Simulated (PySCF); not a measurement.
Computed IR spectrum (relative IR intensity) of a molecule CH₁₀FNSi₃. Geometry optimised at B3LYP-D3(BJ)/def2-SVP. The values are those of a single conformer. Method: B3LYP-D3(BJ)/def2-SVP in PySCF 2.14.0. Frequencies are harmonic and unscaled.

Lines under 2 % of the strongest are left out, and lines within 2 cm⁻¹ are merged.

ν (cm⁻¹): 232 (w), 281 (w), 378 (s), 431 (w), 487 (vw), 519 (w), 565 (vw), 666 (m), 702 (vw), 705 (w), 750 (vs), 791 (w), 820 (s), 827 (m), 857 (m), 883 (m), 926 (vs), 946 (s), 956 (m), 962 (m), 975 (m), 1016 (w), 1081 (m), 1381 (vw), 1547 (w), 2128 (s), 2198 (m), 2208 (m), 2213 (s), 2223 (s), 2241 (m), 3561 (w), 3652 (w) (against the strongest line: vs over 80 %, s over 45 %, m over 15 %, w over 4 %, vw less)

Problem. Which structure fits?
A) N[Si@@H](F)C([SiH3])[SiH3]
B) N[SiH2][Si@@H](F)C[SiH3]
C) C[Si@H](F)N[SiH2][SiH3]
D) N[Si@@H]([SiH3])[C@H](F)[SiH3]

Solution. B, N[SiH2][Si@@H](F)C[SiH3]
